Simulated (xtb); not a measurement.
The xtb input:
```
$ xtb mol.xyz --gfn 0 --json

# file mol.xyz
15

C     -0.06998070     1.17580699    -1.48327614
Si    -0.02198252     0.01459389     0.02921511
C     -0.82070664    -1.66327471    -0.35613988
C      1.78838348    -0.18625162     0.59541778
O     -0.94934960     0.60545492     1.24544665
H      0.45701902     0.75088546    -2.33099535
H      0.38922241     2.13668663    -1.26620147
H     -1.09206551     1.36669344    -1.79712218
H     -0.80770921    -2.31025554     0.51483519
H     -0.29908420    -2.17546297    -1.15808331
H     -1.85594160    -1.54197020    -0.65767680
H      2.39412918    -0.66888878    -0.16421924
H      2.24919838     0.77344668     0.81429533
H      1.85155435    -0.79078615     1.49549654
H     -0.76994763     1.45401361     1.64107608
```

Task: Predict the total energy from GFN0-xTB run with xtb.

Result: -16.9612 Eh

Task: Predict the partial charges in atom order from GFN0-xTB.

Result: C1 -0.68, Si2 0.77, C3 -0.64, C4 -0.68, O5 -0.74, H6 0.17, H7 0.18, H8 0.19, H9 0.19, H10 0.16, H11 0.19, H12 0.17, H13 0.18, H14 0.19, H15 0.33

Task: What is the computed HOMO-LUMO gap (GFN0-xTB)?

Result: 6.38 eV
